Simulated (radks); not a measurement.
Question: These are the eigenvalues of the occupied orbitals of an atom or ion with whole-number occupations (eV). All-electron calculation, scalar-relativistic Kohn-Sham, PBE, spin-unpolarised, spherical densities, finite nucleus; Fermi nuclear charge, rms radius of each element as measured or else 0.836 A^(1/3) + 0.57 fm. Program: a radial shooting solver on a logarithmic mesh with Libxc functionals.

1s: -48393.99
2s: -7973.755
2p: -7108.266
3s: -1780.075
3p: -1510.668
3d: -1150.329
4s: -378.9115
4p: -290.1465
4d: -166.3996
5s: -72.8724
5p: -50.9316
4f: -33.0991

Which element is it, and in what charge state? The configuration may be excited.

Answer: Z = 63, europium, charge +3: Eu3+ in [Xe] 4f6. The list shows which subshells hold electrons but not how many an open one holds; the 1s level, -1778.4 hartree, gives Z - s = 59.6 by -(Z - s)^2/2, which with screening and relativity narrows Z to a few neighbours, and the depths of the outer levels then fix element, charge and occupations together.
